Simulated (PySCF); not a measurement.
Species: C7H11F.
Structure used (GFN2-xTB), in Å, numbered top down from 1:
```
atom  x, y, z in Å
C1     1.9529   -0.0864    0.9140
C2     0.9265   -0.3648   -0.1784
C3     0.4009    0.9119   -0.8542
C4    -1.0357    0.6004   -1.2926
F5    -1.8225    1.7376   -1.2169
C6    -1.5202   -0.4845   -0.3593
C7    -1.3045   -0.2306    1.1052
C8    -0.3224   -1.0594    0.3375
H9     2.8084    0.4470    0.5065
H10    1.5152    0.5151    1.7069
H11    2.3026   -1.0207    1.3476
H12    1.3868   -1.0084   -0.9368
H13    1.0226    1.2190   -1.6935
H14    0.3699    1.7369   -0.1415
H15   -1.0944    0.2762   -2.3392
H16   -2.3562   -1.0869   -0.6813
H17   -1.0319    0.7629    1.4222
H18   -1.9592   -0.7398    1.7960
H19   -0.2485   -2.1163    0.5505
```

Computed with TDDFT PBE0/def2-SVPD, vertical, gas phase, core orbitals frozen in the response in PySCF.

Ground-to-excited transition dipoles (e·a0, same axes as the geometry; the sign carries no meaning), for the states with f of 0.002 or more among the lowest 6:

```
state  E (eV)      μx      μy     μz
   S1   7.655  -0.123   0.022  0.046
   S3   8.116   0.342  -0.112  0.043
   S5   8.313   0.271  -0.073  0.246
   S6   8.409   0.099  -0.121  0.307
```

Q: Work out the oscillator strengths.

A: f = (2/3) ΔE |μ|² with ΔE in hartree (27.2114 eV).

| state | \|μ\|² (au) | \|μ\| (D) | f |
| --- | --- | --- | --- |
| S1 | 0.018 | 0.34 | 0.003 |
| S3 | 0.131 | 0.92 | 0.026 |
| S5 | 0.140 | 0.95 | 0.028 |
| S6 | 0.119 | 0.88 | 0.025 |

Q: Which bond between heavy atoms lies closest to the direction of the S5 transition dipole?

A: C6–C8, at 16° from it; next C1–C2 at 22°.

Q: What angle do the transition dipoles of S5 and S6 make?

A: |cos θ| = |μa·μb| / (|μa| |μb|) = 0.86, so θ ≈ 30° (taken between 0 and 90°, since the signs are arbitrary).

Q: What peak molar absorption coefficient would the strongest computed level give as a lone Gaussian band 0.4 eV wide at half height?

A: ε(max) = 2.175×10⁸ f / FWHM, with the width in cm⁻¹. S5: 2.175×10⁸ × 0.0284 / 3226 ≈ 1900 L mol⁻¹ cm⁻¹.

One conformer stands for the species.

Without π bonds the low states may be Rydberg-like; a valence basis with one diffuse set may place them up to an eV too high.
